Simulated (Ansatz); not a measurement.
Computed with Ansatz on PBE0-D4/def2-TZVP structures; ΔE is electronic, products minus reactants. CCSD(T)/CBS is the MP2 limit (def2-TZVPP, def2-QZVPP) plus CCSD(T) − MP2 in def2-TZVPP, frozen cores. This one scheme is used for every species. DFT in def2-TZVPP. One conformer a species, not always the lowest.

Consider the substitution at a C–Si bond: `C[SiH2]SCF` + `COB(O)Cl` → `COB(Cl)OC` + `FCS[SiH3]`.

(1) Is it downhill or uphill in electronic energy at CCSD(T)/CBS, and by how much? (Best estimate.)

(2) What do these levels give: PBE-D4, r2SCAN-D4, PBE0, CCSD(T)/def2-TZVPP, MP2/CBS(def2), CCSD/CBS(def2)? (Estimate.)

Largest T1 diagnostic among the species: 0.012.

## Answers

(1) The calculation gave: Uphill: ΔE = +24.5 kcal/mol.

(2) Ansatz gave: PBE-D4 24.2, r2SCAN-D4 24.6, PBE0 24.3, CCSD(T)/def2-TZVPP 23.7, MP2/CBS(def2) 26.3, CCSD/CBS(def2) 24.2 kcal/mol.

In def2-TZVPP, CCSD(T) changes the Hartree–Fock value by +3.1 kcal/mol (the triples alone add +0.2 kcal/mol) and MP2 by +4.9 kcal/mol.
